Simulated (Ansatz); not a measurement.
Correlation energies of C2H8BN by basis set

Cartesian coordinates in Å:
```
B 1.7989 0.0791 -0.7915
C 0.6065 0.0673 0.1939
N -0.6383 -0.0608 -0.1503
C -1.7948 -0.0848 0.7163
H 2.4017 1.1198 -0.5690
H 1.4184 -0.0417 -1.9425
H 0.7402 0.1664 1.2748
H 2.5395 -0.8186 -0.4134
H -0.8003 -0.1550 -1.1467
H -1.4672 0.0272 1.7487
H -2.3296 -1.0312 0.6125
H -2.4751 0.7323 0.4672
```

Total charge 0; spin multiplicity 1. The bonds changed during the relaxation, so this is another structure than the one it started from. Geometry: relaxed with PBE0-D4/def2-TZVP. It is one conformer, not always the lowest. Frozen core, restricted reference, the Gaussian-basis code of Ansatz. CBS rows extrapolate triple and quadruple zeta; past MP2 they add the triple-zeta difference.

```csv
basis,HF (Eh),MP2 corr.
def2-SVP,-159.35994,-0.55010
def2-TZVPP,-159.53836,-0.67332
def2-QZVPP,-159.54623,-0.71636
```

Q: Estimate the CCSD correlation energy and the (T) correction in each basis where they were run (hartree).

A: 
| basis | CCSD corr. | (T) |
| --- | --- | --- |
| def2-SVP | -0.60587 | -0.01884 |
| def2-TZVPP | -0.71995 | -0.02898 |
| CBS(def2) | -0.79487 | as TZ |
